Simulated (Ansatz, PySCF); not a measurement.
Dimer: CH4O (SMILES CO) (first 6 atoms) with CH2O (SMILES C=O); geometry from B3LYP-D3(BJ)/def2-TZVP.
(charge 0, multiplicity 1):
```xyz
10

C      0.3107    -0.5600     0.2502
O     -0.3733     0.6218     0.6630
H      0.8571    -0.4036    -0.6845
H     -0.4510    -1.3199     0.0829
H      1.0027    -0.9150     1.0196
H      0.2790     1.3190     0.7897
C     -0.4571     0.2176     3.3571
O      0.6988     0.0207     3.6211
H     -0.9094     1.2253     3.4062
H     -1.1449    -0.5983     3.0709
```

Counterpoise-corrected where a basis set is named; no monomer relaxation. Rows marked so take none.

Rows in 6-31G* carry no dispersion term and start afresh at each structure (6-31G* with six Cartesian d functions).

Codes used: Ansatz (a quantum-chemistry and plane-wave program) with Gaussian orbitals; PySCF for 6-31G* rows, the dispersion terms. Values without a source in brackets are computed.

Q: Predict the interaction energy from PBE0-D3(BJ)/def2-TZVPPD.

A: -15 kJ/mol
